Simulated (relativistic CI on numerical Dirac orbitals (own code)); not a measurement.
**Tl⁷⁷⁺: sensitivity of the levels to the model**

Base calculation: Dirac-Coulomb-Breit CI, orbitals from a KLI potential per configuration, QED by a radiative potential, unscaled Slater integrals.

CI space (outside the closed core 1s2): 2s², 2s2p, 2p², 2p3s, 2p3p, 2s3s, 2s3p, 2s3d, 2s4s, 2s4p, 2s4d, 2s4f, 3s², 3s3p, 3p². Levels of other configurations are missing.

Variants: (1) valence Slater integrals scaled by 0.9; (2) one mean potential for all configurations. Shifts of the energy above 2s² ¹S0, in eV, for the lowest level and the first level of each name with at least 55 % of one term (blank where a level changes its place among those of its configuration and J or its character, or is not in the variant):

| Level | Base | Δ(1) | Δ(2) |
| --- | --- | --- | --- |
| 2s² ¹S0 | 0.0 | 0.0 | 0.0 |
| 2s2p ³P°0 | 204.6 | +1.4 | +0.2 |
| 2s2p ³P°1 | 241.6 | -2.9 | +0.2 |
| 2p² ³P0 | 569.1 | -4.9 | +0.7 |
| 2s2p ³P°2 | 2450.3 | +1.7 | +0.2 |
| 2s2p ¹P°1 | 2552.9 | -8.3 | +0.1 |
| 2p² ³P1 | 2764.9 | +0.2 | +0.6 |
| 2p² ¹D2 | 2782.9 | -2.6 | +0.6 |
| 2p² ³P2 | 5025.9 | -1.2 | +0.4 |
| 2p² ¹S0 | 5103.3 | -7.9 | +0.4 |
| 2s3s ³S1 | 13583.5 | -0.8 | -0.4 |
| 2s3s ¹S0 | 13623.7 | -4.3 | -0.2 |
| 2s3p ³P°1 | 13677.4 | -1.8 | -0.3 |
| 2s3p ³P°0 | 13677.9 | -1.6 | -0.2 |
| 2p3s ³P°0 | 13834.3 | -1.6 | -0.1 |
| 2p3s ³P°1 | 13837.0 | -2.0 | -0.1 |
| 2p3p ³D1 | 13890.6 | +0.3 | -0.1 |
| 2p3p ³P0 | 13954.9 | -5.9 | +0.4 |
| 2s3p ³P°2 | 14342.3 | -1.7 | -0.3 |
| 2s3p ¹P°1 | 14350.6 | -2.6 | -0.3 |
| 2s3d ³D1 | 14379.1 | -1.3 | -0.5 |
| 2s3d ³D2 | 14384.8 | -2.1 | -0.5 |

At this charge energies of transitions that change n are usually good to better than 1 %, and those within a shell (Δn = 0) to a few per cent.

Ionisation energy from the two ground configurations alone: base 23849.9 eV. The NIST ASD value (theoretical) is 23850 eV.

LS names give the leading component of a level, which can be under half, so a name can repeat, a term be missing and a line seem to break the LS rules.
